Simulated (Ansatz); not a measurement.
Input for Ansatz (a program for electronic structure): R-PBE0/def2-TZVPP on GeH4SSi (SMILES [SiH3][Ge][SH]), a point of a torsion scan.

Ansatz 0.2 input:
```yaml
crystal:
  periodic: [false, false, false]
  atoms:
    - {symbol: Si, position_ang: [0.96876425, -0.16405427, 0.03841128]}
    - {symbol: Ge, position_ang: [-0.66228787, 1.52887325, -0.66415803]}
    - {symbol: S, position_ang: [-2.50532838, 0.50360572, 0.20989297]}
    - {symbol: H, position_ang: [0.78743366, -1.37718960, -0.77351615]}
    - {symbol: H, position_ang: [2.35033136, 0.27788888, -0.20133699]}
    - {symbol: H, position_ang: [0.92184327, -0.60742083, 1.44160045]}
    - {symbol: H, position_ang: [-2.06682654, 0.50115804, 1.46155209]}
basis:
  gaussian:
    orbitals: def2-TZVPP
hamiltonian:
  xc: {name: PBE0}
scf: {lower_state_search: off}
```

The head of its log:

```
WARN ansatz: RAYON_NUM_THREADS=1 ignored (pool sized by the plan → 1); use --threads N
Functional definition: PBE0
these checks for a lower state are left out or cut short: stability, starts, cluster_reference, orbital_swaps, neighbouring_geometries, increment
integrals: 0.12 GiB planned
1243 factors; their error is unknown
mean field: 1.00 GiB planned
mean field evaluation 1: about -75280.5023 eV, gradient 2.4e1 eV
mean field evaluation 2: about -75278.7753 eV, gradient 3.6e1 eV
```

Task: Give the final energy of this run.

Result: -2766.5778 hartree.
